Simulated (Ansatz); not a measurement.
`C[O][Mg][Cl]` + H₂ → `C[O][MgH]` + HCl at 400 K and 1 bar (hydrogenolysis of a Mg–Cl bond).

Calculated with Ansatz (gas phase, PBE0-D4/def2-TZVP geometries, no zero-point term in ΔE). CBS: MP2 limit from def2 TZ/QZ plus the TZ coupled-cluster correction, frozen cores. This one scheme is used for every species. For Mg outer-core shells are correlated without core-valence functions, which leaves a few kJ/mol of doubt a bond. One conformer a species, not always the lowest.

```tsv
species	CCSD(T)/CBS energy (Eh)	H − E (kJ/mol)	S (J/(mol·K))
`C[O][Mg][Cl]`	-774.81100	139.0	347.2
H₂	-1.17544	38.0	139.0
`C[O][MgH]`	-315.53638	145.2	306.5
HCl	-460.38127	29.6	195.4
```

H − E and S are ideal-gas, rigid-rotor, harmonic terms from PBE0-D4/def2-TZVP, for one conformer and one mirror image of each species. The MP2-based limit puts H₂ 0.8 mEh under its directly extrapolated value; such offsets cancel only in part. 1 Eh = 2625.50 kJ/mol, R = 8.31446 J/(mol·K).

Task: By hand: ΔE, ΔH, ΔS and ΔG.

Result: ΔE = (-315.53638) + (-460.38127) − (-774.81100) − (-1.17544) = 0.06879 Eh = 180.6 kJ/mol. Δ(H − E) = 145.2 + 29.6 − 139.0 − 38.0 = -2.2, so ΔH = 178.4 kJ/mol. ΔS = 306.5 + 195.4 − 347.2 − 139.0 = 15.7 J/(mol·K). ΔG = 178.4 − 400 × (15.7)/1000 = 172.1 kJ/mol.

Task: By hand: the equilibrium constant, and the temperature at which ΔG would vanish if ΔH and ΔS stayed fixed.

Result: log₁₀ K = −ΔG/(RT ln 10) = -22.5. ΔG = 0 at ΔH/ΔS = 11363 K, far beyond where these terms or the molecules hold.

ΔH outweighs TΔS. A doubt of 5 kJ/mol in ΔE shifts log₁₀ K by 0.7 here. Other conformers and mirror images would add mixing entropy, several J/(mol·K) or more a flexible species. These are equilibria of isolated gas molecules and say nothing of rates. Largest T1 diagnostic: 0.011 (customary marks: 0.02 for closed shells, 0.045 for open ones).
